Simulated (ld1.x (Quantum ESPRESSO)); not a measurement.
P: excitation energies, all-electron against RRKJ

ld1.x (Quantum ESPRESSO) 7.5 input, shortened:

```
&input
   title='P', zed=15., rel=0, dft='PBE', iswitch=3,
   config='[Ne] 3s1.5 3p3.5 3d-2'
 /
 &inputp
   pseudotype=2, tm=.false., rho0=0.02, lloc=0,
   nlcc=.true., new_core_ps=.true., rcore=1.05
 /
3
3P  2  1   3.50   0.00  1.35  1.35  0.0
3D  3  2  -2.00  -0.15  1.35  1.35  0.0
3S  1  0   1.50   0.00  1.10  1.10  0.0
 &test
   configts(1)='3s1.5 3p3.5'
 /
```

Energies are relative to the spin-unpolarised reference configuration 3s1.5 3p3.5; without spin polarisation the order of configurations can differ from experiment. The frozen-core shift is the all-electron ΔE with the core orbitals held at their reference shape minus the fully relaxed ΔE.

```json
{"valence configuration": "3s2 3p3", "charge": "0", "ΔE all-electron (eV)": "-4.207", "error AE − PS (meV)": "-0.3", "frozen-core shift (meV)": "+0.1"}
{"valence configuration": "3s2 3p2", "charge": "+1", "ΔE all-electron (eV)": "5.535", "error AE − PS (meV)": "+1.9", "frozen-core shift (meV)": "+0.4"}
{"valence configuration": "3s2 3p1", "charge": "+2", "ΔE all-electron (eV)": "24.694", "error AE − PS (meV)": "+26", "frozen-core shift (meV)": "+6.8"}
{"valence configuration": "3s2 3p3.3", "charge": "-0.3", "ΔE all-electron (eV)": "-5.517", "error AE − PS (meV)": "+0.6", "frozen-core shift (meV)": "+0.2"}
{"valence configuration": "3s0 3p5", "charge": "0", "ΔE all-electron (eV)": "12.816", "error AE − PS (meV)": "-4.0", "frozen-core shift (meV)": "+1.2"}
{"valence configuration": "3s2 3p0", "charge": "+3", "ΔE all-electron (eV)": "54.444", "error AE − PS (meV)": "+89", "frozen-core shift (meV)": "+35"}
```

Task: What are ΔE and the potential's error for 3s1 3p3?

Result: ΔE = 14.561 eV all-electron; the error (AE − PS) is +8.1 meV.

Levels in the configuration 3s1 3p3:

```csv
level,all-electron (eV),pseudo (eV)
3s,-23.884,-23.863
3p,-14.813,-14.796
```
